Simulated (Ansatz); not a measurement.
Ansatz (a first-principles code) input (B3LYP/def2-TZVPD):

Ansatz 0.2 input:
```yaml
crystal:
  periodic: [false, false, false]
  atoms:
    - {symbol: F, position_ang: [-2.66562461, -0.25989536, 0.61891449]}
    - {symbol: C, position_ang: [-1.52099583, -0.35208718, -0.13725476]}
    - {symbol: C, position_ang: [-0.62795023, -1.51566396, 0.31483191]}
    - {symbol: C, position_ang: [0.82458309, -1.05002657, 0.14419751]}
    - {symbol: F, position_ang: [1.53596995, -1.85517778, -0.68018959]}
    - {symbol: F, position_ang: [1.47402617, -1.01287857, 1.33454533]}
    - {symbol: C, position_ang: [0.74687818, 0.39689293, -0.43705694]}
    - {symbol: F, position_ang: [1.75400830, 1.18693137, -0.05147842]}
    - {symbol: F, position_ang: [0.73750499, 0.32300522, -1.79214310]}
    - {symbol: C, position_ang: [-0.64328672, 0.89412868, 0.02242028]}
    - {symbol: F, position_ang: [-0.56827008, 1.25470402, 1.32665027]}
    - {symbol: F, position_ang: [-1.07263255, 1.95549188, -0.68702087]}
    - {symbol: H, position_ang: [-1.81195422, -0.43423731, -1.18546488]}
    - {symbol: H, position_ang: [-0.80962260, -1.70966514, 1.37086440]}
    - {symbol: H, position_ang: [-0.80863407, -2.42518839, -0.25173074]}
basis:
  gaussian:
    orbitals: def2-TZVPD
hamiltonian:
  xc: {name: B3LYP}
magnetization: {spin_polarized: true, initial_magnetization: 2}
```

End of the output:

```
integrals: 1.14 GiB planned
2402 factors; their error is unknown
0.80 GiB of the device are held for the grids
6.01 GiB of device memory are held for the factors and their scratch space
mean field: 7.25 GiB planned
mean field evaluation 1: about -24247.2580 eV, gradient 4.6e1 eV
mean field evaluation 2: about -24234.3023 eV, gradient 6.9e1 eV
mean field evaluation 4: about -24254.3697 eV, gradient 5.5e0 eV
mean field evaluation 8: about -24254.5167 eV, gradient 2.8e-1 eV
mean field evaluation 16: about -24254.5284 eV, gradient 9.7e-3 eV
mean field evaluation 32: about -24254.5284 eV, gradient 4.3e-5 eV
mean field -24254.52835318 eV, -891.3374766697 hartree, gradient 2.6e-5 eV, S^2 2.002546; 6 other end points of the search recorded, 0 dependent functions left out
reference -24254.52870466 eV, -891.3374895864 hartree; 49, 47 occupied and 443, 445 virtual orbitals, 2402 factors
Total energy: -24254.52870466 eV, -891.3374895864 hartree
```

This state (charge 0, triplet) is run at the relaxed geometry of the species with charge 0 and multiplicity 1, and is a spin state other than that species' own.
